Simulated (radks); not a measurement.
Values are calculated unless marked as measured or tabulated.
Problem. Cu, configuration [Ar] 3d10 4s1. Code: a radial shooting solver on a logarithmic mesh with Libxc functionals. Model: Dirac Kohn-Sham, Wu-Cohen GGA, spin-unpolarised, spherical densities, point nucleus. Some entries of the table are withheld. Estimate them.

orbital  occ.  eigenvalue (eV)  <r> (bohr)
1s1/2       2        -8846.524     0.05215
2s1/2       2        -1061.652      0.2351
2p1/2       2              (1)         (2)
2p3/2       4              (3)         (4)
3s1/2       2        -114.4424         (5)
3p1/2       2         -73.7776      0.7423
3p3/2       4         -71.1897      0.7531
3d3/2       4          -5.2293         (6)
3d5/2       6          -4.9588         (7)
4s1/2       1          -4.6065       2.902

Solution. 
(1) 2p1/2 eigenvalue (eV): -930.4402
(2) 2p1/2 <r> (bohr): 0.2042
(3) 2p3/2 eigenvalue (eV): -909.9405
(4) 2p3/2 <r> (bohr): 0.2075
(5) 3s1/2 <r> (bohr): 0.7122
(6) 3d3/2 <r> (bohr): 1.039
(7) 3d5/2 <r> (bohr): 1.052
